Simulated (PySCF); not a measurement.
B(H)2(SMe) (CH5BS), SMILES S(C)B.

Geometry: B3LYP-D3(BJ)/def2-TZVP.

The numbers are results of B3LYP/def2-TZVPD in PySCF, not measurements.

Symmetry labels are those of the subgroup Cs that the program uses (full group Cs).

Task: List the valence orbital energies around the gap with their symmetry. (An estimate is asked for; the answer gives what the named calculation found.)

Result: 
```
orbital  symmetry  energy (eV)
-------  --------  -----------
HOMO−7         A'       -18.04
HOMO−6         A'       -13.54
HOMO−5         A"       -12.04
HOMO−4         A'       -11.98
HOMO−3         A'       -10.87
HOMO−2         A'        -9.43
HOMO−1         A'        -8.45
HOMO           A"        -7.62
LUMO           A"        -1.30
LUMO+1         A'        -0.15
LUMO+2         A'         0.33
LUMO+3         A'         0.64
```
